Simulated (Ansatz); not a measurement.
Li10⁺ (relaxed from a model of Li10 tetrahedron, whose bonding it doesn't keep), 10 atoms. Hardware: 4 threads of Arm Neoverse V2 on a shared host.

Correlated methods freeze no core orbitals; core or outer-core shells of Li are correlated, in sets that lack core-valence functions.

How many basis functions does each of these Ansatz runs have, and roughly what does it cost? PBE/def2-TZVP, charge 1 quartet, relaxation, 32 steps; HSE06/def2-TZVP, charge 1 doublet, energy, from earlier orbitals; r2SCAN/def2-TZVP, charge 1 doublet, energy, from earlier orbitals; B97M-V/def2-TZVP, charge 1 quartet, energy, from earlier orbitals; LC-ωPBE (ω = 0.30 bohr⁻¹)/def2-TZVP, charge 1 quartet, energy, from earlier orbitals; revPBE/def2-TZVP, charge 1 doublet, energy, from earlier orbitals; RPA@PBE/def2-TZVP, charge 1 doublet, energy, from earlier orbitals; revPBE/def2-TZVP, charge 1 quartet, energy, from earlier orbitals; HF/def2-TZVP, charge 1 quartet, energy, from earlier orbitals; HSE06/def2-TZVP, charge 1 quartet, energy, from earlier orbitals; LC-ωPBE (ω = 0.10 bohr⁻¹)/def2-TZVP, charge 1 quartet, energy, from earlier orbitals; B3LYP/6-31G, charge 1 doublet, energy.

Other jobs shared the machine, so times can vary by a factor of up to 3. A dash marks memory too small to be measured apart from the calling script's.

```tsv
run	functions	fitting or Cholesky vectors	wall time	peak host memory (GiB)
HF/def2-TZVP, charge 1 quartet, energy, from earlier orbitals	140	1490	2.6 s	–
revPBE/def2-TZVP, charge 1 quartet, energy, from earlier orbitals	140	1290	2.8 s	–
revPBE/def2-TZVP, charge 1 doublet, energy, from earlier orbitals	140	1290	3.7 s	–
HSE06/def2-TZVP, charge 1 quartet, energy, from earlier orbitals	140	1290	4.1 s	–
B3LYP/6-31G, charge 1 doublet, energy	90	1050	4.3 s	–
HSE06/def2-TZVP, charge 1 doublet, energy, from earlier orbitals	140	1290	4.3 s	–
RPA@PBE/def2-TZVP, charge 1 doublet, energy, from earlier orbitals	140	1520	5.5 s	–
LC-ωPBE (ω = 0.30 bohr⁻¹)/def2-TZVP, charge 1 quartet, energy, from earlier orbitals	140	1290	8.5 s	–
LC-ωPBE (ω = 0.10 bohr⁻¹)/def2-TZVP, charge 1 quartet, energy, from earlier orbitals	140	1290	11 s	–
B97M-V/def2-TZVP, charge 1 quartet, energy, from earlier orbitals	140	1290	12 s	0.63
r2SCAN/def2-TZVP, charge 1 doublet, energy, from earlier orbitals	140	1290	22 s	–
PBE/def2-TZVP, charge 1 quartet, relaxation, 32 steps	140	1290	68 s	–
```
